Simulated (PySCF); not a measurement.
## Excitation energy of C⁺ by level of theory

C⁺ [He] 2s2 2p1 (2P) → C⁺ [He] 2s2 3d1 (2D), as a difference of total energies. All numbers are calculated (PySCF 2.14, the spin-free X2C one-electron Hamiltonian (Gaussian nucleus), in x2c-QZVPPall with one added diffuse shell each of s, p, d, f type (8s5p4d3f1g, 73 functions)). Correlated levels: valence: 1s2 frozen. The calculations carry no spin-orbit coupling.

```json
{"method": "UHF", "excitation energy (eV)": "18.280", "error (eV)": "+0.239"}
{"method": "MP2 (valence)", "excitation energy (eV)": "18.225", "error (eV)": "+0.184"}
{"method": "SCS-MP2 (valence)", "excitation energy (eV)": "18.206", "error (eV)": "+0.165"}
{"method": "CCSD (valence)", "excitation energy (eV)": "18.256", "error (eV)": "+0.215"}
{"method": "CCSD(T) (valence)", "excitation energy (eV)": "18.259", "error (eV)": "+0.218"}
```

Reference: 18.041 eV (measured; NIST levels, between the centres of gravity of the two terms).

Errors of the correlated levels include the incompleteness of this basis and the frozen core.

The promoted electron is Rydberg-like, and one or two diffuse shells describe it only roughly, which tends to raise the upper state.

The coupled-cluster amplitudes are large for the upper state (T1 above 0.03 or a double amplitude above 0.15), so a single reference is strained.
